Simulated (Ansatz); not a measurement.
Basis-set extrapolation for CH5NOSSi, SMILES `C=N[SiH](O)S` (PBE0-D4/def2-TZVP geometry, frozen core, Ansatz). Multiplicity 1, RHF reference.

|  | def2-TZVPP | def2-QZVPP |
| --- | --- | --- |
| HF | -856.740552 | -856.769273 |
| MP2 correlation | -0.892879 | -0.962606 |
| CCSD(T) correlation | -0.973409 | not run |

Energies in hartree. Use E(X) = E(∞) + A·exp(−7.88·√X) for Hartree–Fock and E(X) = E(∞) + B·X^(−2.97) for correlation, with X = 3 and 4, and add CCSD(T) minus MP2 of the smaller set to the MP2 limit.

Problem. What is the CCSD(T) energy at the basis-set limit?

Solution. HF limit: -856.769273 + (-0.028721) × 0.13774 = -856.77323. MP2 limit: -0.962606 + (-0.069727) × 0.74074 = -1.01426. Higher-order term: -0.973409 − (-0.892879) = -0.08053. Total: -857.86802 hartree, 96.7 kcal/mol below CCSD(T)/def2-TZVPP.
